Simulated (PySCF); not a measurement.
C3H5ClSi. Atoms are numbered in the order given.

```xyz
10

C      3.1390    -0.0562    -0.6324
C      2.0510     0.1312     0.0676
C      0.9363     0.3250     0.7300
Si    -0.6484     0.6732    -0.1774
Cl    -2.0115    -0.8533     0.1675
H      3.7895     0.7821    -0.9007
H      3.4302    -1.0588    -0.9611
H      0.9474     0.2788     1.8274
H     -0.3729     0.7502    -1.6366
H     -1.2797     1.9292     0.3161
```
Charge 0, spin multiplicity 1.

The structure is a stationary point at PBE0-D3(BJ)/def2-SVP. The structure was generated by enumeration, and PubChem lists no compound with its InChIKey, so it may never have been made. The values are those of a single conformer.

All values below come from PySCF with PBE0-D3(BJ)/def2-SVP.

Frequencies are harmonic and unscaled.

```tsv
mode	ν (cm⁻¹)	IR (km/mol)	Raman (Å⁴/amu)	depolarisation	moving atoms (share of kinetic energy)
1	44	0.2	7.1	0.75	C 41 %, Cl 26 %, H 18 %, Si 15 %
2	136	0.2	5.5	0.65	C 50 %, H 25 %, Si 21 %
3	180	3.2	2.8	0.60	C 33 %, Cl 26 %, H 26 %, Si 15 %
4	354	7.4	0.7	0.57	H 55 %, C 43 %
5	456	19.2	5.1	0.41	C 63 %, H 26 %, Si 9 %
6	461	2.3	3.5	0.25	H 45 %, C 42 %, Cl 10 %
7	559	79.5	8.9	0.32	Si 45 %, Cl 34 %, H 13 %
8	591	51.0	2.0	0.57	H 55 %, Si 27 %, C 16 %
9	706	7.3	18.2	0.63	H 82 %, C 10 %
10	789	25.2	7.0	0.39	C 48 %, H 38 %, Si 14 %
11	843	54.8	0.9	0.75	H 74 %, C 26 %
12	869	160.2	12.0	0.75	H 92 %
13	880	188.6	6.7	0.75	H 86 %, C 11 %
14	943	96.8	12.6	0.75	H 95 %
15	977	1.3	0.7	0.74	H 59 %, C 41 %
16	1074	0.8	55.2	0.33	H 69 %, C 31 %
17	1253	39.8	8.3	0.34	H 51 %, C 48 %
18	1430	2.9	13.9	0.70	H 60 %, C 40 %
19	2072	223.2	1.4	0.53	C 98 %
20	2250	108.4	216.0	0.14	H 97 %
21	2270	79.2	75.2	0.39	H 96 %
22	3158	2.9	168.7	0.29	H 94 %
23	3161	1.4	208.1	0.12	H 92 %
24	3254	1.5	133.1	0.75	H 89 %, C 11 %
```
